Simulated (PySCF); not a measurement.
## Worked example: refractive index and permittivity of the vapour

CH3F3Si, SMILES C[Si](F)(F)F.

Coordinates come from a ωB97X-D3(BJ)/def2-SVP optimisation.

CAM-B3LYP/def2-TZVP in PySCF gives a mean static polarisability of 33.1 bohr³ and a dipole moment of 2.61 D. Take an ideal gas at 298.15 K and 0.01 bar, whether or not the substance is that volatile.

### Question
Work out n − 1 in the optical limit and the static ε − 1.

### Answer

Polarisability volume α' = 33.1 × 0.148185 = 4.90 Å³. Number density N = p/kT = 2.43e-7 Å⁻³.
Dilute limit of Lorentz–Lorenz: n − 1 = 2π N α' = 7.5e-6.
Orientation term of Debye: μ²/(3kT) = 8.098 Å³ × μ²(D²) = 55.16 Å³.
ε − 1 = 4π N (α' + μ²/3kT) = 0.00018. Orientation of the dipole supplies 92 % of the static response; it can't follow optical fields. Vibrational polarisation and dispersion are left out.
